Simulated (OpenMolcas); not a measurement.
Ni2+ with its 6 nearest chloride ions at 2.509 Å, on the Y site of Cs2NaYCl6 (a = 10.7396 Å, distance in the model lattice 2.619 Å). The rest of the host is ab initio model potentials to 7.6 Å, with orthogonalisation functions on the cations behind the ligands, and point charges beyond; the distance is set by hand and nothing relaxes, and no local charge compensation is placed. Ligand basis ANO-RCC-VDZP.
```
Ni    0.0000    0.0000    0.0000
Cl    2.5090    0.0000    0.0000
Cl    0.0000    2.5090    0.0000
Cl   -2.5090    0.0000    0.0000
Cl    0.0000   -2.5090    0.0000
Cl    0.0000    0.0000    2.5090
Cl    0.0000    0.0000   -2.5090
```

```json
{
 "Program": "OpenMolcas",
 "Method": "SS-CASPT2, IPEA 0.25 Eh, imaginary shift 0.1 Eh (closed shells correlated: 3s 3p and the ligand valence shells)",
 "Basis": "ANO-RCC-VTZP [6s5p3d2f1g]",
 "Scalar Hamiltonian": "DKH2, point nucleus",
 "Active space": "8 electrons in 5 orbitals (3d)",
 "State averaging": "2S+1 = 3 even, 10 roots; 2S+1 = 1 even, 15 roots",
 "Spin-orbit coupling": "state interaction with AMFI integrals over the reference wave functions"
}
```

Task: What is the spin-free ground state (labels of O, the rotations of Oh)?

Result: 3A2, 1-fold in its orbital part, 100 % from free-ion F terms; it has the highest spin that d8 allows.

Task: Where is the first state of the same spin?

Result: 3T2 at 5200 cm-1 above the ground state.

Task: What are the lowest two levels with spin-orbit coupling?

Result: A 3-fold level T2, then a 2-fold level E 4860 cm-1 above it. Their leading multiplicities are 3 (100 %) and 3 (99 %).

Task: What is χT at 300 K, and how does it compare with the textbook value?

Result: The lowest level has 2S+1 = 3, for which the spin-only value is χT = S(S+1) / 2 = 1.000 cm3 K/mol (g = 2). The computed 1.576 at 300 K differs by +0.576, through orbital momentum, spin-orbit coupling and any other state in reach.

Roots that are degenerate in the reference are averaged as groups; the widest CASPT2 spread within a group is 150 cm-1 (the 3-fold group of multiplicity 1 near 17000 cm-1 above the lowest state of its run). Shifts and gaps below about the spread of the groups concerned are not significant. Over all roots computed the reference weight is 0.67 to 0.68; a low but even weight reflects the number of correlated electrons. A single d shell leaves out the double-shell effect, which counts most for late 3d ions, where the CASPT2 field can be off either way by tens of per cent. Ligand-to-metal charge-transfer states are missing. These CASPT2 states fit no ligand-field parameters well, so their order and spin gaps are uncertain. For late 3d ions with one d shell CASPT2 can put B and the spin-flip bands somewhat low as well as high. With one d shell and no ligand orbital active, 10Dq can be off by tens of per cent for divalent 3d ions, low with halides held by bare charges and at times high in hosts, and the orbital part of g and χT goes as 1/10Dq. Free-ion shares, where given, are those of the reference states; single-state CASPT2 does not remix them. No measured value stands beside these numbers; the geometry was set by hand and not optimised.
